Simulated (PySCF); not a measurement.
# Assigning NMR signals

Cartesian coordinates in Å; atom numbers follow the order of the lines, from 1:
```xyz
13

F    -2.5282    1.5947    0.7357
C    -2.2199    0.5350   -0.0961
C    -0.7484    0.2953   -0.1170
C    -0.1883   -0.8151    0.3428
O     1.1162   -1.0967    0.3552
Si    2.4459   -0.2571   -0.0897
H    -2.5974    0.8155   -1.0867
H    -2.7667   -0.3318    0.2873
H    -0.1349    1.0976   -0.4992
H    -0.7875   -1.6277    0.7420
H     2.3939    0.0596   -1.5181
H     3.4516   -1.2507    0.2472
H     2.5592    0.9819    0.6788
```

[PySCF 2.14: NMR shieldings at PBE0/pcSseg-1/GIAO; structure optimised with GFN2-xTB; one conformer; no relativistic terms; no solvent; rapidly exchanging positions averaged]

Referencing at the same level of theory: $^{13}$C and $^{1}$H vs TMS.

(1) Assign these signals to the numbered atoms. $^{13}$C{$^{1}$H} NMR (computed): δ 156.3 (CH), 109.7 (CH), 83.4 (CH2).

(2) Assign these signals to the numbered atoms. $^{1}$H NMR (500 MHz, computed): δ 6.80 (m, 1H), 5.24 (m, 1H), 5.11 (m, 2H), 4.98 (s, 3H).

## Answers

(1) 
```tsv
δ (ppm)	atoms	environment	reason
156.3	C4	alkene carbon bearing oxygen	an sp2 carbon further deshielded by the attached heteroatom
109.7	C3	β carbon of an enol-ether or enamine type C=C	the O or N lone pair pushes π density onto this β carbon and shields it
83.4	C2	allylic sp3 CH2 bonded to F	the inductive effect lowers its shielding
```

(2) 
| δ (ppm) | atoms | environment | reason |
| --- | --- | --- | --- |
| 6.80 | H10 | hydrogen on an alkene carbon bearing oxygen | a vinylic proton, deshielded by the sp2 carbon and the C=C anisotropy |
| 5.24 | H9 | hydrogen on a β carbon of an enol-ether or enamine type C=C | a vinylic proton, deshielded by the sp2 carbon and the C=C anisotropy |
| 5.11 | H7/H8 | hydrogen on an allylic sp3 CH2 bonded to F | its carbon carries F, which withdraws density |
| 4.98 | H11/H12/H13 | hydrogen on a silicon bonded to O | – |

Splittings by $^{19}$F in the carbon and heteronuclear signals aren't shown, as no couplings were computed. Shifts are as computed. Against solution values, carbons near 30 ppm lie about +3 ppm off and those near 130 ppm about +5 ppm (rms about the fit 2.1 ppm; single classes can miss by 10 ppm). Of 1328 compounds with measured shifts, 309 miss one by over three times the rms of a fit or turn the order of signals round; such compounds aren't used in these exercises. Signals without a measured value on file couldn't be tested in this way; 1H shifts scatter by 0.2 ppm about their fit, and single ones miss by 0.5 ppm. Multiplicities follow the n + 1 count of equivalent neighbours, as no J values were calculated; m marks all less simple cases, F and P coupling included.
